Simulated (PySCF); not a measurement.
Species: C3H3ClN2Si.
Numbering: `[N:1]#[C:2][SiH:3]([C:4]#[N:5])[CH2:6][Cl:7]` (hydrogens: H8 on Si3; H9, H10 on C6)

A GFN2-xTB structure was refined with PySCF 2.14.0, PBE0-D3(BJ)/def2-SVP geometry optimisation, gas phase. Its GFN2-xTB values:

```csv
coordinate,GFN2-xTB
N1≡C2,1.121 Å
C2–Si3,1.864 Å
Si3–C4,1.918 Å
Si3–C6,1.899 Å
Si3–H8,1.454 Å
C6–Cl7,1.782 Å
C6–H9,1.107 Å
N1–C2–Si3,179.3°
C2–Si3–C4,103.8°
C2–Si3–C6,108.4°
Si3–C4–N5,178.4°
Si3–C6–Cl7,107.8°
C2–Si3–C6–Cl7,70°
```

Task: How do these coordinates change at the PBE0-D3(BJ)/def2-SVP level?

Result: 
| coordinate | PBE0-D3(BJ)/def2-SVP (Å or °) | change |
| --- | --- | --- |
| Si3–C4 | 1.854 | -0.064 |
| N1≡C2 | 1.159 | +0.038 |
| Si3–H8 | 1.480 | +0.026 |
| Si3–C6 | 1.876 | -0.023 |
| C2–Si3 | 1.849 | -0.015 |
| C6–H9 | 1.100 | -0.007 |
| C6–Cl7 | 1.786 | +0.004 |
| C2–Si3–C4 | 107.0 | +3.2 |
| Si3–C4–N5 | 177.4 | -1.0 |
| Si3–C6–Cl7 | 107.2 | -0.6 |
| C2–Si3–C6 | 108.8 | +0.4 |
| N1–C2–Si3 | 179.4 | +0.1 |
| C2–Si3–C6–Cl7 | 64 | -6 |

The energy falls by 0.335 eV over 9 energy and gradient evaluations, the largest force component goes from 0.1327 to 4.2e-04 Eh/bohr, and the atoms move by 0.060 Å rms after alignment. The bond that changes most is Si3–C4 (SiH silicon to cyano carbon), which shortens by 0.064 Å. Bonds longer at the end by more than 0.005 Å: 3 of 9; shorter: 4. Rotational constants go from 2392, 1120, 811.9 to 2389, 1148, 821.9 MHz.

The run used 121 basis functions and 68 SCF cycles in all.

No frequency check. One conformer, not necessarily the lowest.

Shape of the structure used: `[N:1]#[C:2][SiH:3]([C:4]#[N:5])[CH2:6][Cl:7]`: C2–Si3–C6–Cl7 64°.
